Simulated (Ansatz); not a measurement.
Reaction: CH4Si (methylidenesilane, SMILES C=[SiH2]) → CH4Si (parent SMILES C=[SiH2], triplet)
Each species at its own B3LYP-D3(BJ)/def2-TZVP minimum (Ansatz, a program for electronic structure).

Total energies in hartree (Ansatz). Radicals and triplets start from unrestricted determinants; spin-orbit coupling is neglected. Cores are frozen in correlated methods. No relativity. The restricted determinant of CH4Si (C=[SiH2], singlet) is unstable towards broken spin symmetry in at least one set run. The spin of CH4Si (parent SMILES C=[SiH2], triplet) was assumed, and the state is the lowest solution found for it.

```tsv
species	HF/cc-pV(T+d)Z	CCSD(T)/cc-pV(T+d)Z	HF/cc-pV(Q+d)Z	CCSD(T)/cc-pV(Q+d)Z	CCSDT(Q)/cc-pV(T+d)Z
1: CH4Si (methylidenesilane, SMILES C=[SiH2])	-329.08975	-329.42985	-329.09617	-329.45243	-329.43169
2: CH4Si (parent SMILES C=[SiH2], triplet)	-329.07373	-329.37071	-329.07972	-329.39194	-329.37226
```

Task: Work out the adiabatic triplet-singlet gap (electronic) in kcal/mol: take Hartree-Fock from cc-pV(Q+d)Z, extrapolate the CCSD(T) correlation energy as X^-3 (X = 3, 4), and add CCSDT(Q) - CCSD(T) in cc-pV(T+d)Z. 1 hartree = 627.51 kcal/mol.

Result: 
Species 1: correlation (64·(-0.35626) - 27·(-0.34010))/37 = -0.36805; step -0.00184; E1 = -329.09617 + (-0.36805) + (-0.00184) = -329.46606
Species 2: correlation (64·(-0.31222) - 27·(-0.29698))/37 = -0.32334; step -0.00155; E2 = -329.07972 + (-0.32334) + (-0.00155) = -329.40461
-1·E1 +1·E2 = 0.06145 hartree = 38.6 kcal/mol.
